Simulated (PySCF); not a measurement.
**Electronic structure of Nb(3+) (niobium, charge +3) at the PBE level**

Configuration: [Kr] 4d2, high-spin 3F determinant. All numbers are calculated (PySCF 2.14, the spin-free X2C one-electron Hamiltonian (Gaussian nucleus), in aug-cc-pVTZ-DK (9s8p6d3f2g, 102 functions)).

```json
{
 "Total energy": "-3817.13 hartree",
 "One-electron energy": "-5224.02 hartree",
 "Hartree (Coulomb) energy": "1525.50 hartree",
 "Exchange-correlation energy": "-118.62 hartree",
 "⟨S²⟩": "2.0007",
 "⟨L²⟩": "12.007",
 "Sum of ⟨r⟩": "22.45 bohr",
 "Sum of ⟨r²⟩": "25.19 bohr²",
 "Langevin diamagnetic susceptibility": "-19.9 ×10⁻⁶ cm³/mol"
}
```

```
shell  electrons  mean orbital energy (eV)  spread (eV)  rms radius, mean of both spins (bohr)
 1s β          1                  -18812.3            0                                 0.0415
 1s α          1                  -18812.3            0                                 0.0415
 2s α          1                   -2660.0            0                                  0.171
 2s β          1                   -2659.8            0                                  0.171
 2p α          3                   -2379.5            0                                  0.152
 2p β          3                   -2379.3            0                                  0.152
 3s α          1                   -470.04            0                                  0.474
 3s β          1                   -469.92            0                                  0.474
 3p α          3                   -378.20            0                                  0.481
 3p β          3                   -378.06            0                                  0.481
 3d α          5                   -227.89        0.020                                  0.475
 3d β          5                   -227.68        0.240                                  0.475
 4s α          1                   -89.391            0                                   1.22
 4s β          1                   -88.094            0                                   1.22
 4p α          3                   -65.178            0                                   1.36
 4p β          3                   -63.729            0                                   1.36
 4d α          2                   -31.697            0                                   1.85
```

Densities and radii are taken from the X2C orbitals without a picture-change correction, which distorts them close to the nucleus.
